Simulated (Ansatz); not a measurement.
Al₄Sb₅H₁₆⁺, a cluster cut from zinc blende AlSb (hydrogen-capped). The state is a triplet with charge 1. Geometry PBE-D4/def2-SVP, that of the charge +1 singlet; atoms count from 1.

Cartesian coordinates in Å:
```
Al 0.748 2.207 -1.429
Al 1.667 -2.595 -1.215
Al 1.193 0.339 3.067
Al -2.626 -0.726 0.208
Sb 1.463 2.315 1.175
Sb 1.855 -0.088 -2.330
Sb -1.860 1.465 -1.209
Sb -1.065 -2.627 -0.913
Sb -1.457 -0.223 2.593
H 0.975 3.517 -2.302
H 2.219 -2.401 0.267
H 2.046 -3.659 -2.336
H 1.302 1.015 4.503
H 1.966 -0.905 2.438
H -4.196 -0.980 0.207
H 3.095 2.825 1.133
H 0.792 3.791 1.723
H 3.507 0.306 -2.534
H 1.437 -0.119 -3.989
H -2.530 1.357 -2.778
H -2.763 2.809 -0.662
H -1.844 -2.966 -2.398
H -1.519 -4.062 -0.102
H -2.477 0.948 3.312
H -1.929 -1.545 3.570
```

In the def2 sets Sb takes a core potential; there is no spin–orbit coupling. At PBE0-D4/def2-SVP a singlet of charge 1 lies 4.64 eV below the triplet at the same geometry.

Q: Estimate the Mulliken populations from the PBE0/def2-SVP orbitals of Ansatz.

A: 
| atom | charge (e) | spin (α − β) |
| --- | --- | --- |
| Al1 | 0.32 | 0.12 |
| Al2 | 0.35 | 0.00 |
| Al3 | 0.35 | 0.00 |
| Al4 | 0.32 | 0.13 |
| Sb5 | -0.07 | 0.07 |
| Sb6 | -0.07 | 0.07 |
| Sb7 | -0.03 | 0.97 |
| Sb8 | -0.07 | 0.07 |
| Sb9 | -0.07 | 0.07 |
| H10 | -0.02 | 0.02 |
| H11 | -0.08 | 0.00 |
| H12 | -0.06 | 0.00 |
| H13 | -0.06 | 0.00 |
| H14 | -0.08 | 0.00 |
| H15 | -0.03 | 0.02 |
| H16 | 0.03 | 0.06 |
| H17 | 0.04 | 0.00 |
| H18 | 0.03 | 0.06 |
| H19 | 0.04 | 0.00 |
| H20 | 0.00 | 0.13 |
| H21 | 0.00 | 0.13 |
| H22 | 0.04 | 0.00 |
| H23 | 0.03 | 0.06 |
| H24 | 0.04 | 0.00 |
| H25 | 0.03 | 0.06 |
Mulliken values and Mayer orders depend strongly on the basis.

Q: Where does the spin sit?

A: Summed by element: Al 0.24, Sb 1.25, H 0.51, of 2 unpaired in all. Largest on single atoms: Sb7 0.97, H20 0.13, H21 0.13.

Q: And the Mayer bond orders between bonded heavy atoms (over 0.3)?

A: Al1–Sb5 0.77 (2.70 Å); Al1–Sb6 0.77 (2.70 Å); Al1–Sb7 0.57 (2.72 Å); Al2–Sb6 0.56 (2.75 Å); Al2–Sb8 0.56 (2.75 Å); Al3–Sb5 0.56 (2.75 Å); Al3–Sb9 0.56 (2.75 Å); Al4–Sb7 0.57 (2.72 Å); Al4–Sb8 0.77 (2.70 Å); Al4–Sb9 0.77 (2.70 Å).
